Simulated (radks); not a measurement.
These are the eigenvalues of the occupied orbitals of an atom or ion with whole-number occupations (eV). All-electron calculation, scalar-relativistic Kohn-Sham, BLYP, spin-polarised, spherical densities, point nucleus. Program: a radial shooting solver on a logarithmic mesh with Libxc functionals.

orbital  eigenvalue
1s up     -55507.01
1s down   -55507.01
2s up     -9284.171
2s down   -9284.141
2p up     -8224.657
2p down   -8224.635
3s up     -2073.660
3s down   -2072.442
3p up     -1749.979
3p down   -1748.764
3d up     -1339.295
3d down   -1338.365
4s up     -410.3330
4s down   -407.6567
4p up     -303.8147
4p down   -301.1805
4d up     -160.0204
4d down   -157.4430
5s up      -50.7341
5s down    -49.4908
5p up      -26.0559
5p down    -25.1732
4f up       -3.9177
6s up       -3.7118
6s down     -3.6358
4f down     -1.7168

Which element is it, and in what charge state? The configuration may be excited. Open shells, if any, are filled with parallel spins first.

Answer. Z = 67, holmium, charge 0: Ho in [Xe] 4f11 6s2. The list shows which subshells hold electrons but not how many an open one holds; the 1s level, -2039.8 hartree, gives Z - s = 63.9 by -(Z - s)^2/2, which with screening and relativity narrows Z to a few neighbours, and the depths of the outer levels then fix element, charge and occupations together.
